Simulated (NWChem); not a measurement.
Species: BSiH₄OF; SMILES OB(F)[SiH3]

```xyz
8

B     -0.0168    -0.5706     0.0024
F      1.1274    -1.2660    -0.0001
O     -1.1794    -1.2470     0.0001
H     -1.0496    -2.2057    -0.0041
Si     0.0204     1.4620     0.0004
H     -1.3547     2.0349     0.1134
H      0.6433     1.9599    -1.2670
H      0.8487     1.9662     1.1406
```
Atoms are numbered in this order, from 1.

Computed with NWChem. Pople sets run with spherical d functions. Structure relaxed at the PBE0/def2-SVP level. Ions are spin-unrestricted doublets at the neutral geometry; other ion states weren't tried. Functional: LC-ωPBE (HJS hole) with 6-31G*; rows give the range parameter ω in 1/bohr.

```csv
range parameter (1/bohr),"vertical ionisation energy, ΔSCF (eV)",−ε(HOMO) (eV),ΔSCF minus −ε(HOMO) (eV)
0.05,10.61,7.92,2.69
0.10,10.64,8.63,2.01
0.15,(withheld),(withheld),(withheld)
0.35,11.07,11.01,0.06
0.80,11.54,12.42,-0.88
```

Problem. Fill in the missing entries.

Solution. 
- 0.15, vertical ionisation energy, ΔSCF (eV): 10.71
- 0.15, −ε(HOMO) (eV): 9.27
- 0.15, ΔSCF minus −ε(HOMO) (eV): 1.44
